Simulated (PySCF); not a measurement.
## Telling isomers of C₇H₁₀O apart by NMR

Gas phase, no relativistic terms, fast rotation and ring inversion assumed for equivalent nuclei, single conformer. Geometry: GFN2-xTB; σ from GIAO-PBE0/pcSseg-1; PySCF 2.14.

Scale: ¹H (σ = 31.72 ppm), ¹³C (σ = 186.93 ppm) vs TMS (reference shieldings calculated alike). Where no couplings were computed, multiplicities follow the n + 1 count of equivalent neighbours, and m marks all less simple cases (inequivalent or close neighbours, rings, F or P nearby). Shifts are as computed. Against solution values, carbons near 30 ppm lie about +3 ppm off and those near 130 ppm about +5 ppm. Of 1211 compounds with measured shifts, 218 miss one by over three times the rms of a fit or turn the order of signals round; such compounds aren't used in these exercises.

(1) Tabulate the signals of `C=COC=C1CCC1`, `O=C1[C@H]2CC[C@@H]1CC2`, `CC1=COC=C(C)C1` and their relative energies.

(2) What is the quickest way to tell C=COC=C1CCC1 from O=C1[C@H]2CC[C@@H]1CC2?

(3) What is the quickest way to tell C=COC=C1CCC1 from CC1=COC=C(C)C1?

(4) What is the quickest way to tell O=C1[C@H]2CC[C@@H]1CC2 from CC1=COC=C(C)C1?

Results:

(1) 
```tsv
SMILES	carbon types	δC	δH	E rel. (kcal/mol)
C=COC=C1CCC1	1×C 2×CH 4×CH2	158.2, 145.5, 122.4, 94.5, 27.3, 26.7, 16.9	6.52 (m, 1H), 6.25 (s, 1H), 4.73 (m, 1H), 4.29 (m, 1H), 2.90 (m, 2H), 2.81 (m, 2H), 2.04 (m, 2H)	52.7
O=C1[C@H]2CC[C@@H]1CC2	1×C 2×CH 4×CH2	217.9, 39.9, 26.9	1.96 (m, 4H), 1.52 (m, 2H), 1.45 (m, 4H)	0.0
CC1=COC=C(C)C1	2×C 2×CH 1×CH2 2×CH3	141.9, 113.1, 35.2, 21.5	6.42 (s, 2H), 2.55 (s, 2H), 1.61 (s, 6H)	17.4
```

Energies are electronic energies at PBE0/pcSseg-1 on these geometries, without zero-point or thermal terms, each for the one conformer computed, which needn't be the lowest.

(2) Count the carbon signals: 7 against 3. The first has an alkene carbon bearing oxygen (CH) at 158.2 ppm, the second a ketone carbonyl carbon (C) at 217.9 ppm. In the proton spectra the most deshielded non-exchanging signals are 6.52 (m, 1H) and 1.96 (m, 4H).

(3) Count the carbon signals: 7 against 4. The first has a β carbon of an enol-ether or enamine type C=C (CH2) at 94.5 ppm, the second an allylic methyl carbon (CH3) at 21.5 ppm. Their most deshielded carbons lie at 158.2 and 141.9 ppm.

(4) Count the carbon signals: 3 against 4. The first has a ketone carbonyl carbon (C) at 217.9 ppm, the second an alkene carbon bearing oxygen (CH) at 141.9 ppm. In the proton spectra the most deshielded non-exchanging signals are 1.96 (m, 4H) and 6.42 (s, 2H).
